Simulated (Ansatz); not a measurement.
```yaml
crystal:
  periodic: [false, false, false]
  atoms:
    - {symbol: N, position_ang: [-1.324693, -0.826840, 1.094242]}
    - {symbol: C, position_ang: [-0.912655, -0.268484, 0.700187]}
    - {symbol: Si, position_ang: [-0.263876, 0.476537, 0.057320]}
    - {symbol: C, position_ang: [0.730807, -0.242698, -0.318451]}
    - {symbol: F, position_ang: [1.361250, 0.270942, -0.737976]}
    - {symbol: H, position_ang: [-0.681487, 0.766022, -0.727170]}
    - {symbol: H, position_ang: [0.054879, 1.029397, 0.617235]}
    - {symbol: H, position_ang: [0.476932, -0.716633, -0.837090]}
    - {symbol: H, position_ang: [1.098119, -0.527421, 0.182572]}
basis:
  gaussian: {orbitals: STO-3G}
hamiltonian: {xc: {name: B2GP-PLYP}}
accuracy: high
```

```sh
$ ansatz run in.yaml --threads 2 --pin off --events-out ev --progress --plain --max-ram 4352MiB
```

Shortened log:

```
Functional definition: B2GP-PLYP
737 factors; integrals over basis functions are off by at most 1.6e-8 eV
mean field evaluation 1: about -13922.7622 eV, gradient 2.5e1 eV
mean field evaluation 2: about -13922.8607 eV, gradient 2.5e1 eV
mean field evaluation 4: about -13924.6008 eV, gradient 1.4e0 eV
mean field evaluation 8: about -13924.6065 eV, gradient 9.3e-3 eV
mean field evaluation 16: about -13924.6065 eV, gradient 1.7e-7 eV
mean field -13924.60648116 eV, -511.7198497454 hartree, gradient 2.4e-8 eV, S^2 0.000000; 0 other end points of the search recorded, 0 dependent functions left out
9 core orbitals not correlated: weight in the atoms' cores, before any rotation towards them, 0.998 or more for the frozen orbitals, at most 0.001 for the correlated occupied ones
reference -13924.60649343 eV, -511.7198501962 hartree; 14, 14 occupied and 10, 10 virtual orbitals, 737 factors
second order -4.28980802 eV of doubles, -0.00000000 eV of singles
Total energy: -13926.15082432 eV, -511.7766033095 hartree
```

Task: What is wrong with this run?

Result: The geometry is squeezed to about two thirds of its size. The calculation finished and met its thresholds. The result belongs to that input, not to the molecule as meant.
